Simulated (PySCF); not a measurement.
(OH)3Zr-NH-SiH3 (singlet state).
Cartesian coordinates in Å at the PBE0-D3(BJ)/def2-SVP level; atoms count from 1:
```
atom  x, y, z in Å
Zr1    0.198   -1.002   -0.492
O2    -0.301   -2.108    1.002
O3    -1.283   -0.873   -1.717
O4     1.803   -1.651   -1.336
N5     0.681    0.889    0.184
Si6   -0.357    2.041    0.959
H7    -0.609   -2.605    1.757
H8    -2.069   -0.864   -2.258
H9     2.451   -2.225   -1.742
H10    1.645    1.201    0.062
H11   -1.710    1.407    1.068
H12    0.089    2.415    2.342
H13   -0.507    3.323    0.194
```

Method: PBE0-D3(BJ)/def2-SVP geometry optimisation, gas phase, def2 core potentials past Kr (PySCF 2.14.0).

(1) Which atoms are bound to Zr1, and at what distances?

(2) List the angles at Zr1.

(3) What is the shape at Zr1?

(4) What are the other bond lengths?

(5) Give some angles away from the centre.

## Answers

(1) 4 atoms: O2 1.925 Å, O3 1.926 Å, O4 1.926 Å, N5 2.066 Å. The nearest atom not counted as bound is H10, at 2.69 Å.

(2) 
```
    angle  degrees  distance of the outer atoms (Å)
O3–Zr1–O4    112.6                             3.21
O2–Zr1–O4    111.3                             3.18
O2–Zr1–O3    109.5                             3.14
O2–Zr1–N5    109.4                             3.26
O3–Zr1–N5    109.1                             3.25
O4–Zr1–N5    104.9                             3.17
```

(3) Distorted tetrahedral: angles from 104.9° to 112.6°; τ4 = (360° − α − β)/141° = 0.97 with α and β the two widest (0 for a square, 1 for a tetrahedron).

(4) O2–H7, O3–H8, O4–H9 0.955 Å; N5–Si6 1.733 Å; N5–H10 1.020 Å; Si6–H11, Si6–H12, Si6–H13 1.500 Å.

(5) Zr1–N5–Si6 127.9°.

Point group: near Cs, missed by 0.19 Å at most; the miss may be what the optimiser left on a soft mode. Charge 0, singlet. Stationary, but not proved a minimum.

Time: 5.8 min wall; peak memory 0.53 GiB. Hardware: an Arm Neoverse V1 with one thread (shared host). These figures are those of the optimisation.
